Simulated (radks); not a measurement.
Pt+, configuration [Kr] 4d10 4f14 5s1 5p6 5d9 5f1 (not the ground configuration). Calculated with a radial shooting solver on a logarithmic mesh with Libxc functionals: scalar-relativistic Kohn-Sham, AM05, spin-unpolarised, spherical densities, finite nucleus; Fermi nuclear charge, rms radius 5.427 fm.

Local quantities along the radius. ELF = 1/(1 + alpha^2) is the electron localisation function; alpha = (tau - tau_W)/tau_unif compares the Pauli kinetic energy density with that of the uniform gas; 4 pi r^2 rho is in e/bohr; -r V(r) is the screened charge that the Kohn-Sham potential presents (atomic units). tau is taken from the large components.

| r (bohr) | ELF | alpha | 4 pi r^2 rho | -r V(r) |
|---|---|---|---|---|
| 0.001503 | 0.999 | 0.02590 | 17.62 | 77.26 |
| 0.002103 | 0.999 | 0.03025 | 27.87 | 76.95 |
| 0.002942 | 0.999 | 0.03779 | 42.42 | 76.53 |
| 0.00415 | 0.997 | 0.05202 | 61.76 | 75.93 |
| 0.005808 | 0.994 | 0.07994 | 82.78 | 75.12 |
| 0.008127 | 0.980 | 0.1425 | 100.5 | 74.04 |
| 0.01137 | 0.917 | 0.3011 | 107.8 | 72.59 |
| 0.01604 | 0.655 | 0.7259 | 102.0 | 70.64 |
| 0.02245 | 0.353 | 1.353 | 95.60 | 68.16 |
| 0.03141 | 0.428 | 1.155 | 109.4 | 65.05 |
| 0.04431 | 0.704 | 0.6487 | 139.3 | 61.05 |
| 0.062 | 0.683 | 0.6807 | 140.5 | 56.29 |
| 0.08676 | 0.371 | 1.301 | 115.1 | 50.66 |
| 0.1214 | 0.524 | 0.9531 | 125.5 | 44.27 |
| 0.1713 | 0.708 | 0.6428 | 126.4 | 37.14 |
| 0.2397 | 0.313 | 1.480 | 78.56 | 29.88 |
| 0.3354 | 0.549 | 0.9066 | 82.28 | 22.69 |
| 0.473 | 0.695 | 0.6619 | 73.84 | 16.01 |
| 0.6619 | 0.348 | 1.369 | 33.51 | 10.96 |
| 0.9263 | 0.452 | 1.101 | 20.12 | 7.305 |
| 1.296 | 0.620 | 0.7826 | 13.24 | 4.764 |
| 1.828 | 0.386 | 1.260 | 5.165 | 3.229 |
| 2.559 | 0.114 | 2.789 | 1.224 | 2.428 |
| 3.58 | 0.005 | 14.46 | 0.1657 | 1.965 |
| 5.05 | 0.001 | 26.54 | 0.07513 | 1.918 |
| 7.067 | 0.008 | 11.50 | 0.1381 | 1.738 |
| 9.889 | 0.009 | 10.30 | 0.1161 | 1.667 |
| 13.84 | 0.002 | 22.95 | 0.02496 | 1.413 |
| 19.52 | 0.000 | 153.5 | 0.001023 | 1.227 |

On this mesh the ELF has minima near r = 0.027, 0.10, 0.24, 0.78 bohr, which separate the shells, and maxima near 0.052 (0.74), 0.17 (0.71), 0.40 (0.70), 1.3 (0.62).
